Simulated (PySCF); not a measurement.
CH7NOSi, SMILES C[Si@H](N)O.

Coordinates come from a B3LYP-D3(BJ)/def2-SVP optimisation. The structure was generated by enumeration; whether it is a known compound was not checked. One conformer was computed; it need not be the lowest.

All values below come from PySCF with r2SCAN/def2-TZVP.

Isolated molecule, no solvent.

* **total energy**: -461.84402 hartree
* **highest occupied level**: -6.32 eV
* **lowest empty level**: 0.73 eV
* **orbital gap**: 7.05 eV
* **dipole moment**: 0.459 e·Å
* **quadrupole, principal values (traceless, Buckingham form, about the centre of nuclear charge)**: -4.79, 1.32, 3.47 D·Å
* **mean static polarisability**: 49.0 bohr³ (7.26 Å³)
* **polarisability, principal values**: 46.2, 49.0, 51.8 bohr³
